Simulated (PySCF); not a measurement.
Compound: [TcF6]2- (charge -2 and quartet state).
Structure used (PBE0-D3(BJ)/def2-SVP), in Å, numbered top down from 1:
```
atom  x, y, z in Å
Tc1   -0.0001   -0.0001   -0.0001
F2    -0.0171   -0.0102    1.9438
F3     0.0174    0.0102   -1.9439
F4     1.9437    0.0063    0.0190
F5    -1.9440   -0.0061   -0.0187
F6    -0.0046    1.9438    0.0088
F7     0.0046   -1.9440   -0.0089
```

The calculation used PySCF 2.14.0, PBE0-D3(BJ)/def2-SVP geometry optimisation, gas phase, def2 core potentials past Kr.

Question: Which atoms are bound to Tc1, and at what distances?

Answer: 6 atoms: F6 1.944 Å, F5 1.944 Å, F7 1.944 Å, F2 1.944 Å, F3 1.944 Å, F4 1.944 Å.

Question: List the angles at Tc1.

Answer: 
```tsv
angle	degrees	distance of the outer atoms (Å)
F6–Tc1–F7	180.0	3.89
F2–Tc1–F3	180.0	3.89
F4–Tc1–F5	180.0	3.89
F4–Tc1–F7	90.1	2.75
F5–Tc1–F6	90.0	2.75
F2–Tc1–F5	90.0	2.75
F3–Tc1–F4	90.0	2.75
F3–Tc1–F7	90.0	2.75
F2–Tc1–F6	90.0	2.75
F3–Tc1–F5	90.0	2.75
F2–Tc1–F7	90.0	2.75
F5–Tc1–F7	90.0	2.75
F3–Tc1–F6	90.0	2.75
F4–Tc1–F6	89.9	2.75
F2–Tc1–F4	89.9	2.75
```

Question: What is the shape at Tc1?

Answer: Octahedral: the three widest angles are 180.0°, 180.0° and 180.0°, the others run from 89.9° to 90.1°.

Question: What are the rotational constants (commonest isotopes, rigid rotor)?

Answer: A = 1761, B = 1760, C = 1758 MHz: a spherical top.

Point group: Oh (every atom within 0.08 Å of its image). Charge -2, quartet. ⟨S²⟩ = 3.759 (exact for a quartet: 3.75). Whether so highly charged an anion holds all its electrons in the gas phase wasn't checked; a finite basis holds them in any case. The ion is multiply charged and computed without counter-ions or solvent. Whether it is a minimum is left open (no frequencies).

Neither the SCF state along the optimisation nor the shape of the open-shell metal species was proved the lowest: other solutions of the same spin, or a structure of lower symmetry, can lie below.
